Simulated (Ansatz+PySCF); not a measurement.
The numbers below are computed, except where a source is named.
# Several solutions for doublet ScO

| atom | x (Å) | y (Å) | z (Å) |
| --- | --- | --- | --- |
| Sc | 0.0000 | 0.0000 | -0.4520 |
| O | 0.0000 | 0.0000 | 1.1864 |

Basis set: def2-SVP (spherical functions). Charge 0, multiplicity 2.

CASSCF(3,3) was run from several starts with Ansatz (development build ahead of 0.2.0) and PySCF 2.14.0. The starts are those of the Hartree–Fock orbitals from which the active space was taken at the frontier.

```json
{"run": "A", "program": "Ansatz", "start": "stability test followed", "converged": "yes", "energy (hartree)": "-834.48323", "<S²>": "0.75"}
{"run": "B", "program": "PySCF", "start": "program defaults", "converged": "yes", "energy (hartree)": "-834.45791", "<S²>": "0.75"}
{"run": "C", "program": "Ansatz", "start": "search for the lowest state", "converged": "yes", "energy (hartree)": "-834.48323", "<S²>": "0.75"}
{"run": "D", "program": "Ansatz", "start": "atomic start, no search", "converged": "yes", "energy (hartree)": "-834.48323", "<S²>": "0.75"}
```

Task: Which runs reached the lowest solution of this kind, and what is wrong with the others?

Result: A, C, D reached the lowest solution found. Converged but too high: B by 0.69 eV. Convergence only shows a stationary point; in CASSCF the end hangs on which orbitals enter the active space. Caution: other starts end on other solutions of this active space.
